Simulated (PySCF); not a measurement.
Does the answer move with the share of exact exchange?

Species: CF3C(O)CH3, C3H3F3O.
InChI=1S/C3H3F3O/c1-2(7)3(4,5)6/h1H3

Torsions of this conformer, `[CH3:1][C:2](=[O:3])[C:4]([F:5])([F:6])[F:7]`: C1–C2–C4–F5 59°.

PySCF, pcSseg-2 basis, density fitting, gas phase, PBE0-D3(BJ)/def2-SVP geometry. One functional is left out:

```tsv
functional	exact exchange (%)	HOMO energy (eV)	LUMO energy (eV)	dipole moment (D)
OPBE	0	-6.56	-2.64	2.542
PBE	0	-6.66	-2.78	2.596
PBE0	25	-8.36	-1.63	2.720
mPW1PW91	25	-8.40	-1.65	2.723
BHandHLYP	50	-10.06	-0.37	2.855
```

Q: Predict the row of B3LYP (20 % exact exchange) by straight lines through the other rows, and check it.

A: 
```csv
property,line,computed,computed − line,"PBE0 (25 %), for comparison"
HOMO energy (eV),-8.01,-8.14,-0.13,-8.36
LUMO energy (eV),-1.81,-1.92,-0.11,-1.63
dipole moment (D),2.687,2.722,+0.035,2.720
```

Q: Which of these properties follows the share of exact exchange most closely, and which least?

A: Most closely the HOMO energy, least the dipole moment; the correlations over the tabulated rows are HOMO energy -1.000, LUMO energy 0.997, dipole moment 0.987. The HOMO energy moves by -0.693 eV for every 10 %. Functionals with the same share still differ in their other parts: at 0 % OPBE and PBE differ by 0.10 eV in it.
